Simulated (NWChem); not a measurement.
## Lowest excitation of FNa

```xyz
2

Na     0.0000     0.0000    -0.8497
F      0.0000     0.0000     1.0385
```
Charge 0, spin multiplicity 1.

Program: NWChem. All single points use one geometry, from PBE0/def2-SVP, a minimum by its harmonic frequencies.

Basis set: def2-SVPD.

```csv
method,lowest vertical singlet excitation energy (eV),relative cost,difference from EOM-CCSD
TD-CAM-B3LYP,4.62,under 3,-0.93
EOM-CCSD,5.56,7,0.00
CIS,7.29,under 3,+1.73
TD-PBE,3.19,1,-2.36
TD-B3LYP,4.00,under 3,-1.55
```

The values span 4.10 eV, from TD-PBE (lowest) to CIS (highest). The cost column gives rough processor time relative to TD-PBE; each entry includes its own SCF.

The correlated methods keep 2 core orbitals frozen. B3LYP has NWChem's definition, with VWN1-RPA local correlation. GW and range-separated runs recompute their integrals, the others keep them in memory, which bears on the times. The structure started from a generated list of species. No row is a measurement; the coupled-cluster row has its own basis-set and correlation limits.
